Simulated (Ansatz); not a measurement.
Ansatz (a first-principles code) input (RI-MP2/def2-QZVPP):
A basis named .json is the Basis Set Exchange file of that set.

Ansatz 0.2 input:
```yaml
crystal:
  periodic: [false, false, false]
  atoms:
    - {symbol: W, position_ang: [-0.03715064, -0.06264875, -0.05076044]}
    - {symbol: O, position_ang: [1.65437362, -0.15395893, -0.54203499]}
    - {symbol: O, position_ang: [-0.40034534, -0.64888629, 1.57261805]}
    - {symbol: O, position_ang: [-0.91038481, 1.38234614, -0.56104901]}
basis:
  gaussian:
    orbitals: def2-QZVPP.json
    fitting: {mean_field: def2-universal-jkfit, correlation: def2-QZVPP-RIFIT.json}
total_charge: -1
magnetization: {spin_polarized: true, initial_magnetization: 1}
correlation: {method: mp2, electrons: outside_noble_gas}
```

Output:

```
Functional definition: HF
integrals: 0.29 GiB planned
458 factors; integrals over basis functions are off by at most 1.2e0 eV
675 factors; integrals over basis functions are off by at most 5.8e0 eV
mean field: 0.84 GiB planned
mean field evaluation 1: about -7914.1092 eV, gradient 5.0e1 eV
mean field evaluation 2: about -7904.5612 eV, gradient 7.8e1 eV
mean field evaluation 4: about -7924.9256 eV, gradient 1.5e0 eV
mean field evaluation 8: about -7925.0211 eV, gradient 3.6e-1 eV
mean field evaluation 16: about -7925.0358 eV, gradient 1.7e-1 eV
mean field evaluation 32: about -7925.0325 eV, gradient 2.1e-1 eV
mean field -7925.03691258 eV, -291.2397347544 hartree, gradient 2.5e-6 eV, S^2 0.845438; 2 other end points of the search recorded, 0 dependent functions left out
7 core orbitals not correlated
reference -7925.03691258 eV, -291.2397347544 hartree; 13, 12 occupied and 232, 233 virtual orbitals, 675 factors
second order -28.34045314 eV of doubles, -0.00000000 eV of singles
Total energy: -7953.37736573 eV, -292.2812271976 hartree
```

The spin state was set by rule; other spins were not relaxed.
